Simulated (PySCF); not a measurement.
A calculated (r2SCAN, PySCF 2.14, ANO-RCC-VTZP, the spin-free X2C one-electron Hamiltonian (Gaussian nucleus)) atom or ion has these occupied shells.

```
shell  electrons  orbital energy (eV)  rms radius, mean of both spins (bohr)
 1s α          1              -2096.1                                  0.120
 1s β          1              -2095.7                                  0.120
 2s α          1              -178.17                                  0.565
 2s β          1              -177.92                                  0.565
 2p α          3              -126.81                                  0.543
 2p β          3              -126.35                                  0.543
 3s α          1              -15.669                                   2.07
 3s β          1              -12.014                                   2.07
 3p α          3               -6.687                                   2.52
```

(1) Name the element and its charge.

Answers

(1) P (phosphorus, neutral), in [Ne] 3s2 3p3, high-spin 4S determinant.
